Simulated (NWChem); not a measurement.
System: Si2H4OClF; SMILES [SiH2]([Si@@H](O)Cl)F

NWChem input:

```
start job
memory heap 200 mb stack 900 mb global 1100 mb
geometry units angstroms noautoz
  O      2.008308     0.611176    -0.059324
  Si     0.401387     0.491300     0.323003
  Cl    -0.727341     1.909874    -0.705007
  Si    -0.383799    -1.552984    -0.490942
  F      0.311795    -2.788340     0.316140
  H      2.499405     1.360293     0.293717
  H      0.171667     0.752840     1.773750
  H     -1.858592    -1.639215    -0.290238
  H     -0.056235    -1.680899    -1.939003
end
basis spherical
  * library def2-tzvp
end
dft
  xc xpbe96 cpbe96
  iterations 150
  semidirect filesize 400000000
  mulliken
end
task dft energy
```

NWChem printed, in part:

```
             Northwest Computational Chemistry Package (NWChem) 7.3.0
             --------------------------------------------------------

 C1  symmetry detected

                             Geometry "geometry" -> ""
                             -------------------------

 Output coordinates in angstroms (scale by  1.889725989 to convert to a.u.)

  No.       Tag          Charge          X              Y              Z
 ---- ---------------- ---------- -------------- -------------- --------------
    1 O                    8.0000     1.89087876     0.51449538    -0.46037032
    2 Si                  14.0000     0.49129073     0.46894426     0.42383426
    3 Cl                  17.0000    -0.75704983     2.06745961    -0.05530891
    4 Si                  14.0000    -0.72166753    -1.41384987    -0.24095075
    5 F                    9.0000     0.06664942    -2.77584378     0.18900946
    6 H                    1.0000     2.54435996     1.18398340    -0.23290908
    7 H                    1.0000     0.77239949     0.58754217     1.88422931
    8 H                    1.0000    -2.05239599    -1.41580141     0.43127707
    9 H                    1.0000    -0.89611598    -1.40722815    -1.72083756

 Effective nuclear repulsion energy (a.u.)     358.2329695210

  pbe96 is a nonlocal functional; adding pw91lda local functional.

                                 NWChem DFT Module
                                 -----------------

 Summary of "ao basis" -> "ao basis" (spherical)
 ------------------------------------------------------------------------------
       Tag                 Description            Shells   Functions and Types
 ---------------- ------------------------------  ------  ---------------------
 O                         def2-tzvp                11       31   5s3p2d1f
 Si                        def2-tzvp                13       37   5s5p2d1f
 Cl                        def2-tzvp                13       37   5s5p2d1f
 F                         def2-tzvp                11       31   5s3p2d1f
 H                         def2-tzvp                 4        6   3s1p

            General Information
            -------------------
          SCF calculation type: DFT
          Wavefunction type:  closed shell.
          No. of atoms     :     9
          No. of electrons :    66
           Alpha electrons :    33
            Beta electrons :    33
          Charge           :     0
          Spin multiplicity:     1
          Use of symmetry is: off; symmetry adaption is: off
          Maximum number of iterations: 150
          AO basis - number of functions:   197
                     number of shells:    77
          Convergence on energy requested:  1.00D-06
          Convergence on density requested:  1.00D-05
          Convergence on gradient requested:  5.00D-04

              XC Information
              --------------
          PerdewBurkeErnzerhof Exchange Functional  1.000
            Perdew 1991 LDA Correlation Functional  1.000 local
           PerdewBurkeErnz. Correlation Functional  1.000 non-local

             Grid Information
             ----------------
          Grid used for XC integration:  medium
          Radial quadrature: Mura-Knowles
          Angular quadrature: Lebedev.
          Tag              B.-S. Rad. Rad. Pts. Rad. Cut. Ang. Pts.
          ---              ---------- --------- --------- ---------
          O                   0.60       49          12.0       434
          Si                  1.10       88          12.0       590
          Cl                  1.00       88          11.0       590
          F                   0.50       49          12.0       434
          H                   0.35       45          13.0       434
          Grid pruning is: on
          Number of quadrature shells:   542
          Spatial weights used:  Erf1

      Superposition of Atomic Density Guess
      -------------------------------------

 Sum of atomic energies:       -1213.35013202

      Non-variational initial energy
      ------------------------------

 Total energy =   -1214.560745
 1-e energy   =   -2394.351416
 2-e energy   =     821.557701
 HOMO         =      -0.307977
 LUMO         =      -0.004194

------------------------------------------------------------
EAF file 0: "./job.aoints.0" size=532152320 bytes
------------------------------------------------------------
               write      read    awrite     aread      wait
               -----      ----    ------     -----      ----
     calls:     1015         0         0         0         0
   data(b): 5.32e+08  0.00e+00  0.00e+00  0.00e+00
   time(s): 0.00e+00  0.00e+00  0.00e+00  0.00e+00  0.00e+00
rate(mb/s): 0.00e+00  0.00e+00
------------------------------------------------------------

     ---------------------------------------------
      Total Density - Mulliken Population Analysis
     ---------------------------------------------

    Atom       Charge   Shell Charges
 -----------   ------   -------------------------------------------------------
    1 O    8     8.84   0.79  1.18  0.59  0.95  0.24  2.02  2.20  0.84  0.00  0.01  0.00
    2 Si  14    13.16   2.00  0.59  1.39  0.83  0.40  4.10  1.73  0.46  1.01  0.28  0.14  0.18  0.05
    3 Cl  17    17.40   2.01  0.45  1.52  1.11  0.84  4.19  1.69  1.11  2.96  1.51  0.00  0.02  0.00
    4 Si  14    13.35   2.00  0.59  1.39  0.86  0.46  4.11  1.73  0.48  1.13  0.36  0.11  0.10  0.04
    5 F    9     9.53   0.77  1.20  0.61  1.02  0.31  2.38  2.36  0.88  0.00  0.01  0.00
    6 H    1     0.55   0.20  0.26  0.06  0.04
    7 H    1     1.06   0.23  0.54  0.29  0.01
    8 H    1     1.05   0.23  0.54  0.28  0.01
    9 H    1     1.05   0.23  0.54  0.28  0.01

   convergence    iter        energy       DeltaE   RMS-Dens  Diis-err
 ---------------- ----- ----------------- --------- --------- ---------
 d= 0,ls=0.0,diis     1  -1216.1180696298 -1.57D+03  7.63D-03  2.35D+00
 d= 0,ls=0.0,diis     2  -1215.7470363796  3.71D-01  5.86D-03  5.52D+00
 d= 0,ls=0.0,diis     3  -1216.2224982428 -4.75D-01  1.50D-03  4.74D-01
 d= 0,ls=0.0,diis     4  -1216.2549954053 -3.25D-02  8.38D-04  3.83D-02
 d= 0,ls=0.0,diis     5  -1216.2595520541 -4.56D-03  2.53D-04  6.30D-03
  Resetting Diis
 d= 0,ls=0.0,diis     6  -1216.2603569714 -8.05D-04  6.05D-05  2.70D-04
 d= 0,ls=0.0,diis     7  -1216.2603769261 -2.00D-05  5.66D-05  9.39D-05
 d= 0,ls=0.0,diis     8  -1216.2603490314  2.79D-05  3.80D-05  4.50D-04
 d= 0,ls=0.0,diis     9  -1216.2603845247 -3.55D-05  2.75D-06  5.17D-07
 d= 0,ls=0.0,diis    10  -1216.2603845690 -4.43D-08  9.31D-07  1.28D-07

         Total DFT energy =    -1216.260384568998
      One electron energy =    -2398.080616517912
           Coulomb energy =      913.658371567125
    Exchange-Corr. energy =      -90.071109139192
 Nuclear repulsion energy =      358.232969520980

 Numeric. integr. density =       65.999999573229

                       DFT Final Molecular Orbital Analysis
                       ------------------------------------

 Vector   31  Occ=2.000000D+00  E=-2.980229D-01
              MO Center=  5.3D-01,  8.9D-01, -2.4D-02, r^2= 3.9D+00
   Bfn.  Coefficient  Atom+Function         Bfn.  Coefficient  Atom+Function
  ----- ------------  ---------------      ----- ------------  ---------------
    85      0.292717  3 Cl pz                 8      0.258695  1 O  pz
    11      0.215184  1 O  pz                88      0.182044  3 Cl pz
    14      0.151528  1 O  pz                84     -0.152137  3 Cl py
     7     -0.145606  1 O  py                82      0.137394  3 Cl pz
   182     -0.128050  7 H  s                181     -0.123958  7 H  s

 Vector   32  Occ=2.000000D+00  E=-2.900874D-01
              MO Center=  1.0D-01,  1.4D+00, -1.4D-01, r^2= 3.5D+00
   Bfn.  Coefficient  Atom+Function         Bfn.  Coefficient  Atom+Function
  ----- ------------  ---------------      ----- ------------  ---------------
    83      0.330835  3 Cl px                85     -0.287936  3 Cl pz
    86      0.210311  3 Cl px                 7     -0.201247  1 O  py
    88     -0.182182  3 Cl pz                10     -0.166790  1 O  py
     6      0.158392  1 O  px                80      0.155281  3 Cl px
    82     -0.135938  3 Cl pz                 9      0.130633  1 O  px

 Vector   33  Occ=2.000000D+00  E=-2.583892D-01
              MO Center= -2.1D-01,  1.1D-01,  1.7D-01, r^2= 4.4D+00
   Bfn.  Coefficient  Atom+Function         Bfn.  Coefficient  Atom+Function
  ----- ------------  ---------------      ----- ------------  ---------------
    84      0.218634  3 Cl py                47     -0.183890  2 Si py
   121      0.174123  4 Si py                85      0.167229  3 Cl pz
   120      0.166776  4 Si px                87      0.157268  3 Cl py
   182     -0.148091  7 H  s                181     -0.144826  7 H  s
    35      0.121394  2 Si s                 48     -0.116919  2 Si pz

 Vector   34  Occ=0.000000D+00  E=-6.466900D-02
              MO Center= -3.5D-01, -6.9D-01,  1.7D-02, r^2= 4.5D+00
   Bfn.  Coefficient  Atom+Function         Bfn.  Coefficient  Atom+Function
  ----- ------------  ---------------      ----- ------------  ---------------
   124      0.549881  4 Si py                50      0.365900  2 Si py
   110      0.306507  4 Si s                 36     -0.251456  2 Si s
   121      0.233601  4 Si py                73     -0.210688  3 Cl s
    47      0.198687  2 Si py                87      0.186932  3 Cl py
   194     -0.168776  9 H  s                 84      0.154247  3 Cl py

[...]
```

Level: PBE/def2-TZVP. The geometry was optimised at PBE0/def2-SVP.
